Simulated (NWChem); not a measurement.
All runs are NWChem calculations. System: CCl₂, charge 0, spin multiplicity 1, optimised in this run. The structure started from a generated list of species. Level: PBE0/def2-SVP.

Output (cleaned and shortened):

```
             Northwest Computational Chemistry Package (NWChem) 7.3.0
             --------------------------------------------------------

                                NWChem Input Module
                                -------------------

 Scaling coordinates for geometry "geometry" by  1.889725989
 (inverse scale =  0.529177249)

 Turning off AUTOSYM since
 SYMMETRY directive was detected!

          ------
          auto-z
          ------

                             Geometry "geometry" -> ""
                             -------------------------

 Output coordinates in angstroms (scale by  1.889725989 to convert to a.u.)

  No.       Tag          Charge          X              Y              Z
 ---- ---------------- ---------- -------------- -------------- --------------
    1 Cl                  17.0000     1.39375600     0.00000000    -0.13860510
    2 C                    6.0000     0.00000000     0.00000000     0.78542890
    3 Cl                  17.0000    -1.39375600     0.00000000    -0.13860510

 Effective nuclear repulsion energy (a.u.)     119.4186718482

            Nuclear Dipole moment (a.u.)
            ----------------------------
        X                 Y               Z
 ---------------- ---------------- ----------------
     0.0000000000     0.0000000000    -0.0000000000

      Symmetry information
      --------------------

 Group name             C2v
 Group number             16
 Group order               4
 No. of unique centers     2

      Symmetry unique atoms

     1    2


 Summary of "ao basis" -> "" (spherical)
 ------------------------------------------------------------------------------
       Tag                 Description            Shells   Functions and Types
 ---------------- ------------------------------  ------  ---------------------
 *                          def2-svp                  on all atoms

                           NWChem Geometry Optimization
                           ----------------------------

 maximum gradient threshold         (gmax) =   0.000450
 rms gradient threshold             (grms) =   0.000300
 maximum cartesian step threshold   (xmax) =   0.001800
 rms cartesian step threshold       (xrms) =   0.001200
 fixed trust radius                (trust) =   0.300000
 maximum step size to saddle      (sadstp) =   0.100000
 energy precision                  (eprec) =   5.0D-06
 maximum number of steps          (nptopt) =   80
 initial hessian option           (inhess) =    0
[...]
                         (should be close to zero!)

          --------------------------------------------------------
          MASS-WEIGHTED PROJECTED HESSIAN (Hartree/Bohr/Bohr/Kamu)
          --------------------------------------------------------

               1            2            3            4            5            6            7            8            9
   ----- ----- ----- ----- -----
    1    4.82812D+00
    2    4.29482D-22  0.00000D+00
    3   -2.16878D+00  0.00000D+00  2.26020D+00
    4   -5.55450D+00  2.42282D-22  3.93791D+00  1.89638D+01
    5    4.84563D-22  0.00000D+00  0.00000D+00 -5.51454D-22  0.00000D+00
    6    3.46658D+00 -5.24943D-22 -4.92480D+00  3.87899D-06 -5.51454D-22  1.68139D+01
    7   -1.57429D+00 -5.67715D-22 -1.38051D-01 -5.55450D+00 -3.23042D-22 -3.46659D+00  4.82812D+00
    8    7.56953D-22  0.00000D+00 -9.46191D-23 -5.65324D-22 -1.03373D-20  6.46084D-22  0.00000D+00  0.00000D+00
    9    1.38052D-01  7.09644D-23  6.24753D-01 -3.93791D+00  1.61521D-22 -4.92480D+00  2.16878D+00 -7.56953D-22  2.26020D+00

 center of mass
 --------------
 x =   0.00000000 y =   0.00000000 z =  -0.03095061

 moments of inertia (a.u.)
 ------------------
          36.149095243310           0.000000000000           0.000000000000
           0.000000000000         527.235483322035           0.000000000000
           0.000000000000           0.000000000000         491.086388078726

 Rotational Constants
 --------------------
 A=   1.665330 cm-1  (  2.395985 K)
 B=   0.122586 cm-1  (  0.176370 K)
 C=   0.114181 cm-1  (  0.164277 K)

 Temperature                      =   298.15K
 frequency scaling parameter      =   1.0000

 Zero-Point correction to Energy  =    2.708 kcal/mol  (  0.004315 au)
 Thermal correction to Energy     =    4.822 kcal/mol  (  0.007684 au)
 Thermal correction to Enthalpy   =    5.414 kcal/mol  (  0.008628 au)

 Total Entropy                    =   63.112 cal/mol-K
   - Translational                =   39.107 cal/mol-K (mol. weight =  81.9377)
   - Rotational                   =   22.365 cal/mol-K (symmetry #  =        2)
   - Vibrational                  =    1.641 cal/mol-K

 Cv (constant volume heat capacity) =    8.929 cal/mol-K
   - Translational                  =    2.979 cal/mol-K
   - Rotational                     =    2.979 cal/mol-K
   - Vibrational                    =    2.970 cal/mol-K


 ----------------------------------------------------------------------------
 Normal Eigenvalue ||    Projected Derivative Dipole Moments (debye/angs)
  Mode   [cm**-1]  ||      [d/dqX]             [d/dqY]           [d/dqZ]
 ------ ---------- || ------------------ ------------------ -----------------
    1       -0.000 ||       0.074              -0.000             0.000
    2        0.000 ||       0.000               0.119             0.000
    3        0.000 ||      -0.000              -0.407            -0.000
    4        0.000 ||       0.000               0.119             0.000
    5        0.000 ||      -0.083               0.000             0.000
    6        0.000 ||       0.031              -0.000             0.000
    7      346.529 ||       0.000              -0.000             0.032
    8      754.741 ||      -0.000              -0.000             1.033
    9      793.919 ||       2.853              -0.000             0.000
 ----------------------------------------------------------------------------

 ----------------------------------------------------------------------------
 Normal Eigenvalue ||           Projected Infra Red Intensities
  Mode   [cm**-1]  || [atomic units] [(debye/angs)**2] [(KM/mol)] [arbitrary]
 ------ ---------- || -------------- ----------------- ---------- -----------
    1       -0.000 ||    0.000236           0.005         0.230       0.052
    2        0.000 ||    0.000616           0.014         0.601       0.136
    3        0.000 ||    0.007182           0.166         7.001       1.584
    4        0.000 ||    0.000616           0.014         0.601       0.136
    5        0.000 ||    0.000299           0.007         0.291       0.066
    6        0.000 ||    0.000042           0.001         0.041       0.009
    7      346.529 ||    0.000044           0.001         0.043       0.010
    8      754.741 ||    0.046237           1.067        45.074      10.199
    9      793.919 ||    0.352738           8.138       343.867      77.808
 ----------------------------------------------------------------------------

 Task  times  cpu:       17.4s     wall:       17.4s

 Total times  cpu:       22.4s     wall:       22.4s
```

Write an NWChem input that would produce this output.

Several could match; the one computed here: 
```
start mol
memory heap 200 mb stack 900 mb global 1100 mb
geometry units angstroms
  Cl     1.393756     0.000000    -0.138605
  C      0.000000     0.000000     0.785429
  Cl    -1.393756     0.000000    -0.138605
  symmetry group C2v
end
basis spherical
  * library def2-svp
end
dft
  xc pbe0
  semidirect memsize 60000000 filesize 0
  iterations 100
end
driver
  maxiter 80
end
task dft optimize
task dft freq
```
